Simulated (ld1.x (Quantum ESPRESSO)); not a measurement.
Reading a pseudo-wave (tin (Sn))

Columns: radius, all-electron u(r) and pseudo u(r) of the 4s shell (level -133.93 eV) of tin in the configuration [Ar] 3d10 4s2 4p6 4d10 5s2 5p2; PBE, scalar-relativistic, TM scheme, ld1.x (Quantum ESPRESSO) 7.5.

| r (bohr) | all-electron | pseudo |
| --- | --- | --- |
| 0.070 | -0.4421 | -0.0536 |
| 0.140 | -0.0592 | -0.1150 |
| 0.210 | 0.5993 | -0.1930 |
| 0.280 | 0.7044 | -0.2971 |
| 0.350 | 0.3698 | -0.4365 |
| 0.420 | -0.1276 | -0.6145 |
| 0.490 | -0.5976 | -0.8208 |
| 0.560 | -0.9540 | -1.0268 |
| 0.630 | -1.1781 | -1.1921 |
| 0.700 | -1.2829 | -1.2838 |
| 0.770 | -1.2957 | -1.2956 |
| 0.840 | -1.2443 | -1.2443 |
| 0.910 | -1.1530 | -1.1530 |
| 0.980 | -1.0410 | -1.0410 |
| 1.050 | -0.9215 | -0.9215 |
| 1.120 | -0.8033 | -0.8033 |
| 1.190 | -0.6918 | -0.6918 |
| 1.260 | -0.5901 | -0.5901 |
| 1.330 | -0.4994 | -0.4994 |
| 1.400 | -0.4199 | -0.4199 |
| 1.470 | -0.3512 | -0.3512 |
| 1.540 | -0.2924 | -0.2924 |
| 1.610 | -0.2425 | -0.2425 |
| 1.680 | -0.2005 | -0.2005 |
| 1.750 | -0.1653 | -0.1653 |
| 1.820 | -0.1359 | -0.1359 |

(1) How many radial nodes do the two functions have?

(2) At about which radius was the pseudo-wave matched?

(3) Is the pseudo-wave norm-conserving?

Answers

(1) The all-electron 4s function has n − l − 1 = 3 (the table is too coarse to show those close to the nucleus); the pseudo-wave has 0, since the states of the same l below it are removed with the core.

(2) 0.85 bohr. The columns agree to 0.0005 from 0.77 bohr on; several derivatives are matched, so the curves merge somewhat inside the radius.

(3) Yes: the TM scheme keeps the norm inside the radius equal to the all-electron one, which fixes the energy derivative of the logarithmic derivative at the level.
